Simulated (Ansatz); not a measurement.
Isolated molecules relaxed with PBE0-D4/def2-TZVP in Ansatz; ΔE leaves out vibrations. CCSD(T)/CBS is the MP2 limit (def2-TZVPP, def2-QZVPP) plus CCSD(T) − MP2 in def2-TZVPP, frozen cores. Functionals use def2-TZVPP. B3LYP here is the variant with VWN-RPA as its local correlation; programs differ in this. For Ge outer-core shells are correlated without core-valence functions, which leaves a few kJ/mol of doubt a bond. Scalar relativity is left out up to krypton. One conformer a species, not always the lowest.

Consider the substitution at a C–N bond: `C[NH][GeH2][NH]C` + `COC(=O)O` → `COC(=O)OC` + `C[NH][GeH2][NH2]`.

`C[NH][GeH2][NH]C`:

```xyz
15

C     0.743   -1.965    0.488
N    -0.001   -1.334   -0.583
Ge    0.463    0.344   -1.145
N     0.118    1.421    0.292
C    -1.244    1.592    0.752
H     1.724   -2.358    0.188
H     0.168   -2.790    0.919
H     0.909   -1.237    1.286
H    -0.238   -1.973   -1.327
H    -0.406    0.598   -2.400
H     1.964    0.559   -1.453
H     0.650    2.278    0.308
H    -1.852    2.264    0.128
H    -1.741    0.619    0.771
H    -1.258    1.981    1.775
```

`COC(=O)O`:

Z-matrix (Å, degrees):
```
C
O 1 1.424
H 1 1.091 2 110.6
H 1 1.087 2 105.6 3 119.5
H 1 1.091 2 110.6 3 -120.9
C 2 1.324 1 114.6 3 60.3
O 6 1.335 2 108.5 1 -180.0
O 6 1.201 2 126.4 1 0.0
H 7 0.964 6 106.1 2 180.0
```

`COC(=O)OC`:

Cartesian coordinates in Å:
```
C 0.076 -0.932 2.118
O 0.457 0.122 1.241
C 0.000 0.000 0.000
O -0.682 -0.898 -0.415
O 0.428 1.043 -0.703
C 0.012 1.048 -2.064
H 0.452 -1.889 1.755
H -1.010 -0.987 2.204
H 0.522 -0.689 3.079
H 0.436 1.951 -2.497
H -1.076 1.067 -2.135
H 0.386 0.165 -2.584
```

`C[NH][GeH2][NH2]`:

```xyz
12

C     0.146   -0.557   -1.885
N    -0.131    0.328   -0.775
Ge   -0.023   -0.275    0.948
N    -0.170    1.245    1.960
H     0.332    0.019   -2.797
H    -0.651   -1.282   -2.105
H     1.057   -1.128   -1.680
H    -0.933    0.920   -0.937
H     1.321   -1.039    1.014
H    -1.168   -1.199    1.432
H     0.616    1.876    1.894
H    -0.397    1.093    2.931
```

```
             level  ΔE (kJ/mol)  difference from CCSD(T)/CBS
         r2SCAN-D4          4.3                         -1.4
          B3LYP-D4          5.2                         -0.5
            B2PLYP          3.1                         -2.6
              PBE0          6.4                          0.7
     HF/def2-TZVPP         -1.7                         -7.4
   CCSD/def2-TZVPP          5.2                         -0.5
CCSD(T)/def2-TZVPP          5.4                         -0.3
     HF/def2-QZVPP         -2.3                         -8.0
SCS-MP2/def2-QZVPP          5.4                         -0.3
     MP2/CBS(def2)          8.6                          2.9
       CCSD(T)/CBS          5.7                            0
```

Largest T1 diagnostic among the species: 0.014.

In def2-TZVPP, CCSD(T) changes the Hartree–Fock value by +7.1 kJ/mol (the triples alone add +0.2 kJ/mol) and MP2 by +10.0 kJ/mol. The D4 term adds +3.8 kJ/mol with B3LYP and +2.2 kJ/mol with PBE0; it sums over pairs of atoms, weighted by their polarisabilities, and B3LYP, whose exchange is more repulsive, gets the larger term.

CCSD(T)/CBS has its own doubt, a few kJ/mol and more with outer-core shells, so smaller differences from it don't rank the levels.
